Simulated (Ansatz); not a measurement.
The first iterations of a band of Cl2H2Sn (5 atoms, charge 0, multiplicity 1).

The calculation used RKS B3LYP/def2-SVP in Ansatz.

```json
{
 "movable images": "5",
 "climbing image": "yes",
 "spring": "5.0 eV/Å²",
 "optimiser": "quadratic models (default)",
 "start path": "through a guess of the saddle point",
 "force threshold": "0.5 eV/Å",
 "iteration limit": "60",
 "end points": "relaxed"
}
```

Image 0:

```xyz
5
Properties=species:S:1:pos:R:3
Sn 0.361 0.039 0.079
Cl 0.710 -0.021 2.415
H 1.890 -0.070 -0.677
H -0.616 1.399 -0.265
Cl -0.868 -1.893 -0.507
```

Image 6:

```xyz
5
Properties=species:S:1:pos:R:3
Sn 0.349 0.795 -0.973
Cl 1.552 -0.031 1.662
H 0.901 -1.043 1.112
H -1.081 1.345 -0.038
Cl -0.243 -1.613 -0.717
```

| iteration | highest image above the first end (eV) | largest band force component (eV/Å) |
| --- | --- | --- |
| 1 | 2.561 | 3.509 |
| 2 | 1.972 | 1.649 |

Problem. Does the band converge within its limit, and where does its top end?

Solution. The forces met the threshold. It ended after 8 iterations with the highest image 1.778 eV above the first end. The threshold of 0.5 eV/Å is loose, so the images may lie well off the minimum-energy path. The order of the point at the top wasn't checked. The orbitals stay closed-shell, which can raise the energy where a bond breaks towards radicals; this wasn't checked here.

Time of the run: 56 s on 1 thread of AMD EPYC 9R45 96-Core Processor (Zen 5), on a shared host, peak memory 0.17 GiB.
